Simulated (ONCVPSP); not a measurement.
**gold: excitation energies, all-electron against ONCV**

```
Element                 : gold (Au)
Generator               : ONCVPSP 4.0.1
Type                    : optimised norm-conserving Vanderbilt (ONCV)
Functional              : LDA (Perdew-Zunger)
Relativity              : scalar-relativistic
Frozen core             : [Xe]
Valence charge          : 25
Reference configuration : 4f14 5d10 6s1
Partial waves           : 6s: rc 2.40 bohr, ncon 3, nbas 6, qcut 2.3 1/bohr, 2 projectors, debl 1.7 Ha; p scattering state at 0.12 Ha: rc 2.60 bohr, ncon 4, nbas 8, qcut 2.7 1/bohr, 1 projector; 5d: rc 2.20 bohr, ncon 5, nbas 10, qcut 7.3 1/bohr, 1 projector; 4f: rc 0.75 bohr, ncon 4, nbas 9, qcut 27.6 1/bohr, 2 projectors, debl 1.9 Ha
Local potential         : polynomial inside 0.60 bohr (lpopt 2, dvloc0 2 Ha)
Core correction         : Teter function, fcfact 3.5, rcfact 1.15
```

In the p channel the program set the typed energies aside and used 0.050 Ha. In the f channel the program set the typed energies aside and used -2.998, 0.250 Ha.

Energies are relative to the spin-unpolarised reference configuration 4f14 5d10 6s1; without spin polarisation the order of configurations can differ from experiment.

| valence configuration | charge | ΔE all-electron (eV) | error AE − PS (meV) |
| --- | --- | --- | --- |
| 4f14 5d10 6s0 | +1 | 9.774 | -1.0 |
| 4f14 5d9 6s0 | +2 | 31.275 | -14 |
| 4f14 5d8 6s0 | +3 | 65.442 | -80 |
| 4f14 5d7 6s0 | +4 | 113.441 | -245 |

Levels in the configuration 4f14 5d9 6s0:

```
level  all-electron (eV)  pseudo (eV)
   4f           -103.370     -103.396
   5d            -27.627      -27.654
```

Note: ghosts flagged at negative energy: s at -459.3 eV, s at -11.1 eV, p at -387.7 eV (a further GHOST(-) flag falls on a real empty level of the atom); GHOST(+) flagged for p at 7.4 eV. A true bound ghost makes a file unfit for plane-wave use.
